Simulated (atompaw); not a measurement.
**An all-electron radial function and its pseudo partner (Ce (Z = 58))**

Columns: radius, all-electron u(r) and pseudo u(r) of the 5d shell (level -4.10 eV) of cerium in the configuration [Kr] 4d10 4f1 5s2 5p6 5d1 6s1 6p1; LDA (PW92), scalar-relativistic, PAW (atompaw) scheme, atompaw 4.2.0.5.

| r (bohr) | all-electron | pseudo |
| --- | --- | --- |
| 0.115 | 0.1567 | 0.0004 |
| 0.231 | 0.1200 | 0.0033 |
| 0.346 | -0.0911 | 0.0110 |
| 0.462 | -0.2461 | 0.0253 |
| 0.577 | -0.2831 | 0.0474 |
| 0.692 | -0.2291 | 0.0781 |
| 0.808 | -0.1231 | 0.1176 |
| 0.923 | 0.0022 | 0.1644 |
| 1.038 | 0.1279 | 0.2175 |
| 1.154 | 0.2443 | 0.2755 |
| 1.269 | 0.3445 | 0.3349 |
| 1.385 | 0.4284 | 0.3943 |
| 1.500 | 0.4951 | 0.4503 |
| 1.615 | 0.5464 | 0.5010 |
| 1.731 | 0.5845 | 0.5451 |
| 1.846 | 0.6106 | 0.5803 |
| 1.962 | 0.6270 | 0.6067 |
| 2.077 | 0.6350 | 0.6235 |
| 2.192 | 0.6363 | 0.6315 |
| 2.308 | 0.6322 | 0.6316 |
| 2.423 | 0.6238 | 0.6253 |
| 2.538 | 0.6120 | 0.6139 |
| 2.654 | 0.5976 | 0.5989 |
| 2.769 | 0.5813 | 0.5819 |
| 2.885 | 0.5635 | 0.5636 |
| 3.000 | 0.5449 | 0.5449 |

(1) How many radial nodes do the two functions have?

(2) Is the pseudo-wave norm-conserving?

Answers

(1) The all-electron 5d function has n − l − 1 = 2; the pseudo-wave has 0, since the states of the same l below it are removed with the core.

(2) No, it belongs to a PAW set: the norm inside the radius is not constrained, and the difference is carried by the augmentation charge.
